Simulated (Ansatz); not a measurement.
`BC(B)(C)F` + `C[SiH2]O` → `BO[SiH2]C` + `BC(C)F`  (ligand exchange at a B–C bond)

Calculated with Ansatz (gas phase, PBE0-D4/def2-TZVP geometries, no zero-point term in ΔE). CBS: MP2 limit from def2 TZ/QZ plus the TZ coupled-cluster correction, frozen cores. This one scheme is used for every species. DFT in def2-TZVPP. B3LYP here is the variant with VWN-RPA as its local correlation; programs differ in this. Each species was taken in one conformer, which may not be the lowest.

`BC(B)(C)F`:

Cartesian coordinates in Å:
```
B 1.586 0.426 0.439
C 0.398 -0.463 0.154
B -0.883 0.209 0.778
C -0.531 -0.229 -1.051
F 0.506 -1.819 0.410
H 2.462 0.047 1.156
H 1.581 1.540 0.008
H -0.999 1.393 0.834
H -1.664 -0.541 1.276
H -0.194 0.563 -1.711
H -1.587 0.056 -0.740
H -0.674 -1.182 -1.553
```

`C[SiH2]O`:

Z-matrix (Å, degrees):
```
C
Si 1 1.863
H 1 1.093 2 111.0
H 1 1.094 2 110.2 3 119.8
H 1 1.093 2 111.5 3 -120.7
O 2 1.652 1 112.6 3 57.7
H 2 1.492 1 108.9 3 -179.5
H 2 1.483 1 110.6 3 -59.4
H 6 0.957 2 117.7 1 68.6
```

`BO[SiH2]C`:

```xyz
11

B     0.928    1.664   -1.215
O     0.302    1.146   -0.144
Si   -0.781   -0.104    0.030
C    -0.052   -1.373    1.170
H     0.731    1.205   -2.312
H     1.679    2.583   -1.042
H    -2.021    0.479    0.603
H    -1.076   -0.680   -1.309
H    -0.763   -2.187    1.336
H     0.860   -1.801    0.746
H     0.193   -0.931    2.138
```

`BC(C)F`:

```xyz
10

B     0.915    0.673   -0.905
C     0.453   -0.199    0.296
C    -1.059   -0.308    0.429
F     0.990   -1.489    0.278
H     1.634    0.241   -1.755
H     0.536    1.807   -0.950
H     0.843    0.285    1.208
H    -1.312   -0.921    1.296
H    -1.499   -0.771   -0.456
H    -1.502    0.681    0.559
```

| level | ΔE (kJ/mol) | difference from CCSD(T)/CBS |
| --- | --- | --- |
| PBE-D4 | -115.2 | 23.8 |
| r2SCAN-D4 | -126.7 | 12.3 |
| PBE0-D4 | -123.3 | 15.7 |
| B3LYP-D4 | -147.8 | -8.8 |
| ωB97X-V | -139.3 | -0.3 |
| ωB97M-V | -133.9 | 5.1 |
| B2PLYP | -148.3 | -9.3 |
| PBE | -117.3 | 21.7 |
| r2SCAN | -127.0 | 12.0 |
| PBE0 | -124.9 | 14.1 |
| B3LYP | -151.4 | -12.4 |
| HF/def2-TZVPP | -194.4 | -55.4 |
| MP2/def2-TZVPP | -135.3 | 3.7 |
| SCS-MP2/def2-TZVPP | -149.5 | -10.5 |
| CCSD/def2-TZVPP | -149.2 | -10.2 |
| CCSD(T)/def2-TZVPP | -141.5 | -2.5 |
| HF/def2-QZVPP | -195.1 | -56.1 |
| MP2/def2-QZVPP | -134.1 | 4.9 |
| SCS-MP2/def2-QZVPP | -148.6 | -9.6 |
| HF/CBS(def2) | -195.2 | -56.2 |
| MP2/CBS(def2) | -132.7 | 6.3 |
| CCSD/CBS(def2) | -146.6 | -7.6 |
| CCSD(T)/CBS | -139.0 | 0 |

Largest T1 diagnostic among the species: 0.012.

The D4 term adds +3.5 kJ/mol with B3LYP and +1.7 kJ/mol with PBE0; it sums over pairs of atoms, weighted by their polarisabilities, and B3LYP, whose exchange is more repulsive, gets the larger term. In def2-TZVPP, CCSD(T) changes the Hartree–Fock value by +52.9 kJ/mol (the triples alone add +7.6 kJ/mol) and MP2 by +59.1 kJ/mol. From PBE to PBE0 (25 % exact exchange), in def2-TZVPP and without D4, ΔE moves by −7.6 kJ/mol.
